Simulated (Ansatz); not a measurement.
Basis-set extrapolation for CH$_{5}$BClNO (`NB(Cl)CO`) (PBE0-D4/def2-TZVP geometry, frozen core, Ansatz 0.2.0). Multiplicity 1, RHF reference.

|  | def2-TZVPP | def2-QZVPP |
| --- | --- | --- |
| HF | -654.459615 | -654.481481 |
| MP2 correlation | -0.912481 | -0.984719 |
| CCSD(T) correlation | -0.989705 | -1.057757 |

Energies in hartree. Use E(X) = E(∞) + A·exp(−7.88·√X) for Hartree–Fock and E(X) = E(∞) + B·X^(−2.97) for correlation, with X = 3 and 4.

Q: What is the CCSD(T) energy at the basis-set limit?

A: HF limit: -654.481481 + (-0.021866) × 0.13774 = -654.48449. Correlation limit: -1.057757 + (-0.068052) × 0.74074 = -1.10817. Total: -655.59266 hartree, 376.3 kJ/mol below CCSD(T)/def2-TZVPP.
